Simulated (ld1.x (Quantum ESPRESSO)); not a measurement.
## What one change does to a pseudopotential (Se, TM)

```json
{"Element": "selenium (Se)", "Generator": "ld1.x (Quantum ESPRESSO) 7.5", "Type": "norm-conserving Troullier–Martins (Kleinman–Bylander form)", "Functional": "PBE", "Relativity": "scalar-relativistic", "Frozen core": "[Ar] 3d10", "Valence charge": "6", "Reference configuration": "4s2 4p2 (charge +2)", "Partial waves": "4s (bound): rc 1.25 bohr; 4p (bound): rc 1.55 bohr", "Local potential": "all-electron potential smoothed inside 1.20 bohr (lloc = -1)", "Core correction": "a·sin(br)/r model core inside 0.60 bohr"}
```

All-electron outer shells of the reference configuration (PBE, scalar-relativistic, ld1.x):

| shell | level (eV) | outermost node (bohr) | outermost maximum (bohr) |
| --- | --- | --- | --- |
| 4s | -37.63 | 0.70 | 1.47 |
| 4p | -25.46 | 0.73 | 1.69 |

Change: all radii but the core radius scaled by about 1.39 (s 1.74, p 2.16 bohr); local potential all-electron potential smoothed inside 1.66 bohr (lloc = -1).

Cutoffs: the cutoffs (Ry, on a coarse ladder) from which the occupation-weighted sum of valence levels, in a spherical-Bessel basis at the reference potential, stays within 10 and 1 mRy of its value at 400 Ry; they do not see the model core or the augmentation charge, which bear on the density cutoff. Errors are all-electron minus pseudo energies relative to the spin-unpolarised reference configuration.

**Question.** How do hardness, ghosts and transferability respond?

**Answer.** The potential gets softer (50 Ry and 110 Ry → 35 Ry and 50 Ry); the bound ghost in d, s disappears; of the 7 tests that both files solve, the error grows in 1 and shrinks in 6 by more than 15 % and 0.3 meV (median size 19.1 → 6.1 meV). A larger radius leaves more room for a smooth pseudo-wave, so fewer plane waves are needed.

| quantity | base | changed |
| --- | --- | --- |
| cutoff, loose | 50 Ry | 35 Ry |
| cutoff, tight | 110 Ry | 50 Ry |
| loose cutoff by channel (10 mRy a level) | s 45 Ry, p 15 Ry | s 18 Ry, p 8 Ry |
| bound ghosts | s, d | none |
| error for 4s2 4p4, meV [ΔE -31.19 eV] | -27 | +8.6 |
| error for 4s2 4p3, meV [ΔE -20.35 eV] | -9.8 | +2.6 |
| error for 4s2 4p1, meV [ΔE 30.87 eV] | -33 | -14 |
| error for 4s2 4p3.5, meV [ΔE -26.88 eV] | -19 | +5.0 |
| error for 4s1 4p4, meV [ΔE -8.81 eV] | -1.2 | +0.5 |
| error for 4s1 4p5, meV [ΔE -20.31 eV] | +4.0 | +6.1 |
| error for 4s2 4p0, meV [ΔE 73.05 eV] | -175 | -83 |

 A true bound ghost makes a file unfit for plane-wave use even where its test errors are small: the radial tests pick states by their node count and pass the ghost by.
